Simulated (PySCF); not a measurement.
How methods differ on the ionisation energy of C⁺

C⁺ [He] 2s2 2p1 (2P) → C²⁺ [He] 2s2 (1S), as a difference of total energies. Computed with PySCF 2.14 in pcseg-2 (4s3p2d1f, 30 functions), with no relativity, point nucleus. Correlated levels: valence: 1s2 frozen. The calculations carry no spin-orbit coupling.

```tsv
method	ionisation energy (eV)	error (eV)
UHF	24.187	-0.191
M06-2X	24.523	+0.145
MN15	24.492	+0.114
MP2 (valence)	24.387	+0.009
SCS-MP2 (valence)	24.352	-0.026
CCSD (valence)	24.218	-0.160
CCSD(T) (valence)	24.248	-0.130
```

Reference: 24.378 eV (measured; NIST levels, between the centres of gravity of the two terms).

Errors of the correlated levels include the incompleteness of this basis and the frozen core.

The coupled-cluster amplitudes are large for C²⁺ (T1 above 0.03 or a double amplitude above 0.15), so a single reference is strained.
